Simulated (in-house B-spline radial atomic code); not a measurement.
**Ionising Nb X (Nb9+) with different functionals**

Computed with a radial B-spline atomic code at the basis-set limit: scalar-relativistic (spin-free X2C) Hamiltonian, Fermi nucleus of rms radius 4.324 fm, spin-polarised at highest spin, spherical fractional occupations for the functionals, and exact exchange of hybrids averaged over the configuration. The ionisation energy is the difference of two self-consistent energies, [Ar] 3d10 4s2 4p2 → [Ar] 3d10 4s2 4p1, without Breit or QED terms; ε is the level of the shell that loses the electron (its least bound occupied spin orbital). There is no spin-orbit coupling in this Hamiltonian.

| method | rung | ΔSCF (eV) | -ε(4p) (eV) |
| --- | --- | --- | --- |
| PBE0 | global hybrid | 179.75 | 172.66 |
| B3LYP | global hybrid | 179.87 | 172.18 |
| TPSSh | global hybrid | 179.82 | 171.31 |
| BHandHLYP | global hybrid | ? | ? |
| r2SCAN0 | global hybrid | 180.09 | 173.15 |
| B97-1 | global hybrid | 179.64 | 172.18 |
| HSE06 | range-separated hybrid | ? | ? |
| wB97X | range-separated hybrid | 179.47 | 175.04 |
| CAM-B3LYP | range-separated hybrid | 179.84 | 174.16 |
| LC-wPBE | range-separated hybrid | 179.79 | 175.56 |

Task: What does HSE06 give?

Result: ΔSCF 179.67 eV, and -ε(4p) = 172.15 eV.

Task: What does BHandHLYP give?

Result: ΔSCF 179.68 eV, and -ε(4p) = 174.97 eV.

Task: Among the functionals, which spreads more, the ΔSCF values or the orbital energies?

Result: The orbital energies: ΔSCF values span about 0.62 eV and the orbital energies 4.25 eV; here energy differences depend much less on the functional than eigenvalues do.

Task: How do they compare with the NIST value?

Result: NIST lists 180 eV ± 2.2 (tabulated theory, ground level to ground level). Errors run from -0.53 to +0.09 eV; all lie within about twice that uncertainty, so the table can't rank the methods.
